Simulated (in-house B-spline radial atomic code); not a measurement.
Configurations of Rh+, with energies counted from [Kr] 4d8. Method: scalar-relativistic (X2C) r2SCAN0, spin-polarised, spherical fractional occupations, exact exchange averaged over the configuration, Fermi nucleus of rms radius 4.4945 fm. Calculated with an all-electron radial atomic-structure program (B-spline basis). Shells without spins written out take the highest spin.

Occupations are held fixed; configurations that lie above the ionisation limit could autoionise.

```csv
configuration,E - E(ref) (eV),highest orbital,its <r> (bohr)
[Kr] 4d7 5p1,7.3347,5p up,3.584
[Kr] 4d7 4f1,14.541,4f up,8.697
[Ar] 3d10 4s2 4p5 4d8 5d1,59.92,5d up,5.929
```

Question: Order these further configurations by energy, lowest first.
A. [Kr] 4d7 5d1
B. [Ar] 3d10 4s2 4p5 4d8 5p1
C. [Ar] 3d10 4s2 4p5 4d8 4f1

Answer: A (12.425 eV), B (54.811 eV), C (62.068 eV).
